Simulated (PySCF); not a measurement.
Species: 2-methoxybenzyl alcohol, C8H10O2.
Numbering: `[CH3:1][O:2][c:3]1[cH:4][cH:5][cH:6][cH:7][c:8]1[CH2:9][OH:10]` (hydrogens: H11, H12, H13 on C1; H14 on C4; H15 on C5; H16 on C6; H17 on C7; H18, H19 on C9; H20 on O10)

The same species was optimised twice, with GFN2-xTB and with PBE0-D3(BJ)/def2-SVP (PySCF), and the same property calculations (PySCF, gas phase) were run on both structures.

```json
{"coordinate": "O2–C3 (Å)", "GFN2-xTB": "1.372", "PBE0-D3(BJ)/def2-SVP": "1.360", "change": "-0.012"}
{"coordinate": "C4–C5 (Å)", "GFN2-xTB": "1.385", "PBE0-D3(BJ)/def2-SVP": "1.397", "change": "+0.012"}
{"coordinate": "C6–C7 (Å)", "GFN2-xTB": "1.386", "PBE0-D3(BJ)/def2-SVP": "1.397", "change": "+0.011"}
{"coordinate": "C5–C6 (Å)", "GFN2-xTB": "1.381", "PBE0-D3(BJ)/def2-SVP": "1.389", "change": "+0.008"}
{"coordinate": "C7–C8 (Å)", "GFN2-xTB": "1.384", "PBE0-D3(BJ)/def2-SVP": "1.391", "change": "+0.007"}
{"coordinate": "C9–O10 (Å)", "GFN2-xTB": "1.407", "PBE0-D3(BJ)/def2-SVP": "1.400", "change": "-0.007"}
{"coordinate": "C3–C4 (Å)", "GFN2-xTB": "1.388", "PBE0-D3(BJ)/def2-SVP": "1.395", "change": "+0.007"}
{"coordinate": "C1–O2 (Å)", "GFN2-xTB": "1.407", "PBE0-D3(BJ)/def2-SVP": "1.402", "change": "-0.005"}
{"coordinate": "C3–C8 (Å)", "GFN2-xTB": "1.404", "PBE0-D3(BJ)/def2-SVP": "1.408", "change": "+0.004"}
{"coordinate": "C8–C9 (Å)", "GFN2-xTB": "1.509", "PBE0-D3(BJ)/def2-SVP": "1.509", "change": "0.000"}
{"coordinate": "C4–C3–C8 (°)", "GFN2-xTB": "119.9", "PBE0-D3(BJ)/def2-SVP": "120.9", "change": "+1.0"}
{"coordinate": "C7–C8–C9 (°)", "GFN2-xTB": "121.6", "PBE0-D3(BJ)/def2-SVP": "122.5", "change": "+0.9"}
{"coordinate": "C3–C8–C7 (°)", "GFN2-xTB": "118.9", "PBE0-D3(BJ)/def2-SVP": "118.2", "change": "-0.7"}
{"coordinate": "C3–C4–C5 (°)", "GFN2-xTB": "120.1", "PBE0-D3(BJ)/def2-SVP": "119.5", "change": "-0.6"}
{"coordinate": "O2–C3–C8 (°)", "GFN2-xTB": "115.9", "PBE0-D3(BJ)/def2-SVP": "115.4", "change": "-0.5"}
{"coordinate": "O2–C3–C4 (°)", "GFN2-xTB": "124.2", "PBE0-D3(BJ)/def2-SVP": "123.7", "change": "-0.5"}
{"coordinate": "C1–O2–C3 (°)", "GFN2-xTB": "118.7", "PBE0-D3(BJ)/def2-SVP": "119.1", "change": "+0.4"}
{"coordinate": "C8–C9–O10 (°)", "GFN2-xTB": "113.4", "PBE0-D3(BJ)/def2-SVP": "113.8", "change": "+0.4"}
{"coordinate": "C1–O2–C3–C4 (°)", "GFN2-xTB": "4", "PBE0-D3(BJ)/def2-SVP": "2", "change": "-2"}
{"coordinate": "C7–C8–C9–O10 (°)", "GFN2-xTB": "122", "PBE0-D3(BJ)/def2-SVP": "124", "change": "+2"}
```

Rotational constants: A = 1729, B = 1349, C = 791.5 MHz (GFN2-xTB) against A = 1744, B = 1337, C = 788.4 MHz (PBE0-D3(BJ)/def2-SVP). Point groups within 0.08 Å: C1 and C1.

On the GFN2-xTB structure: HOMO (eV) -6.65 [PBE0/pcSseg-1]; LUMO (eV) -0.28 [PBE0/pcSseg-1]; dipole (D) 3.16 [PBE0/pcSseg-1]; GIAO shielding of C1 (ppm) 131.2 [PBE0/pcSseg-1]; GIAO shielding of O2 (ppm) 240.3 [PBE0/pcSseg-1]; GIAO shielding of C3 (ppm) 21.8 [PBE0/pcSseg-1]; GIAO shielding of C4 (ppm) 74.0 [PBE0/pcSseg-1]; GIAO shielding of C5 (ppm) 53.4 [PBE0/pcSseg-1]; GIAO shielding of C6 (ppm) 60.8 [PBE0/pcSseg-1]; GIAO shielding of C7 (ppm) 52.5 [PBE0/pcSseg-1]; GIAO shielding of C8 (ppm) 49.1 [PBE0/pcSseg-1].

Problem. What do these properties become on the PBE0-D3(BJ)/def2-SVP structure?

Solution. 
```
                                    property          level  on GFN2-xTB  on PBE0-D3(BJ)/def2-SVP  change
                                   HOMO (eV)  PBE0/pcSseg-1        -6.65                    -6.62   +0.03
                                   LUMO (eV)  PBE0/pcSseg-1        -0.28                    -0.33   -0.05
                                  dipole (D)  PBE0/pcSseg-1         3.16                     3.13   -0.03
energy, GFN2-xTB geometry as zero (kcal/mol)  PBE0/pcSseg-1          0.0                     -0.2    -0.2
                  GIAO shielding of C1 (ppm)  PBE0/pcSseg-1        131.2                    130.5    -0.7
                  GIAO shielding of O2 (ppm)  PBE0/pcSseg-1        240.3                    239.9    -0.4
                  GIAO shielding of C3 (ppm)  PBE0/pcSseg-1         21.8                     21.4    -0.4
                  GIAO shielding of C4 (ppm)  PBE0/pcSseg-1         74.0                     72.5    -1.5
                  GIAO shielding of C5 (ppm)  PBE0/pcSseg-1         53.4                     50.6    -2.8
                  GIAO shielding of C6 (ppm)  PBE0/pcSseg-1         60.8                     58.8    -2.0
                  GIAO shielding of C7 (ppm)  PBE0/pcSseg-1         52.5                     50.2    -2.3
                  GIAO shielding of C8 (ppm)  PBE0/pcSseg-1         49.1                     48.1    -1.0
```

The heavy atoms differ by 0.023 Å rms after alignment. Among bonds between heavy atoms O2–C3, C4–C5 and C6–C7 change most and about equally (-0.012 to +0.012 Å). Changes are differences of the printed values. Neither structure is proved a minimum here.

Shape of the structure used: `[CH3:1][O:2][c:3]1[cH:4][cH:5][cH:6][cH:7][c:8]1[CH2:9][OH:10]`: C1–O2–C3–C4 2°, C7–C8–C9–O10 124°, H–O10–C9–C8 58°.
